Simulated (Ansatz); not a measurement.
`[OH][Ge]([Cl])([Cl])[Cl]` + H₂Se → `[Cl][Ge]([Cl])([Cl])[SeH]` + H₂O at 600 K and 1 bar (ligand exchange at a Ge–O bond).

Isolated molecules relaxed with PBE0-D4/def2-TZVP in Ansatz; ΔE leaves out vibrations. CBS: MP2 limit from def2 TZ/QZ plus the TZ coupled-cluster correction, frozen cores. This one scheme is used for every species. For Ge, Se outer-core shells are correlated without core-valence functions, which leaves a few kJ/mol of doubt a bond. Scalar relativity is left out up to krypton. One conformer a species, not always the lowest.

```json
{"species": "`[OH][Ge]([Cl])([Cl])[Cl]`", "CCSD(T)/CBS energy (Eh)": "-3531.37835", "H − E (kJ/mol)": "103.0", "S (J/(mol·K))": "449.3"}
{"species": "H₂Se", "CCSD(T)/CBS energy (Eh)": "-2401.89790", "H − E (kJ/mol)": "57.0", "S (J/(mol·K))": "244.8"}
{"species": "`[Cl][Ge]([Cl])([Cl])[SeH]`", "CCSD(T)/CBS energy (Eh)": "-5856.90733", "H − E (kJ/mol)": "92.4", "S (J/(mol·K))": "479.9"}
{"species": "H₂O", "CCSD(T)/CBS energy (Eh)": "-76.37941", "H − E (kJ/mol)": "76.8", "S (J/(mol·K))": "212.8"}
```

H − E and S are ideal-gas, rigid-rotor, harmonic terms from PBE0-D4/def2-TZVP, for one conformer and one mirror image of each species. 1 Eh = 2625.50 kJ/mol, R = 8.31446 J/(mol·K).

Problem. By hand: ΔE, ΔH, ΔS and ΔG.

Solution. ΔE = (-5856.90733) + (-76.37941) − (-3531.37835) − (-2401.89790) = -0.01049 Eh = -27.5 kJ/mol. Δ(H − E) = 92.4 + 76.8 − 103.0 − 57.0 = 9.2, so ΔH = -18.3 kJ/mol. ΔS = 479.9 + 212.8 − 449.3 − 244.8 = -1.4 J/(mol·K). ΔG = -18.3 − 600 × (-1.4)/1000 = -17.5 kJ/mol.

Problem. By hand: the equilibrium constant, and the temperature at which ΔG would vanish if ΔH and ΔS stayed fixed.

Solution. log₁₀ K = −ΔG/(RT ln 10) = 1.5. ΔG = 0 at ΔH/ΔS = 13071 K, far beyond where these terms or the molecules hold.

The number of gas molecules stays the same, so ΔS is small and ΔH decides. A doubt of 5 kJ/mol in ΔE shifts log₁₀ K by 0.4 here. Other conformers and mirror images would add mixing entropy, several J/(mol·K) or more a flexible species. These are equilibria of isolated gas molecules and say nothing of rates. Largest T1 diagnostic: 0.010 (customary marks: 0.02 for closed shells, 0.045 for open ones).
